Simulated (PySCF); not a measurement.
Computed shifts of a molecule C4H5FO, PBE/pcSseg-1 in PySCF, GIAO, gas phase, equivalent atoms averaged, in ppm (number of nuclei): ¹³C: 153.6 (1), 138.8 (1), 95.4 (1), 22.2 (1). ¹⁹F: -158.7 (1). ¹H: 6.49 (1), 5.65 (1), 1.81 (3). References: ¹³C against TMS (σ = 182.0 ppm); ¹⁷O against H2O (σ = 334.3 ppm); ¹⁹F against CFCl3 (σ = 133.6 ppm); ¹H against TMS (σ = 31.49 ppm), references at their B3LYP-D3(BJ)/def2-TZVP geometries, non-relativistic. Geometry optimised at r2SCAN-D4/def2-SVP. The values are those of a single conformer.

**Question.** Identify the compound among the candidates.
A. C=C(F)CC=O
B. CC1=C(F)OC1
C. FC1=CCCO1
D. C[C@@H]1OC=C1F

**Answer.** D, C[C@@H]1OC=C1F
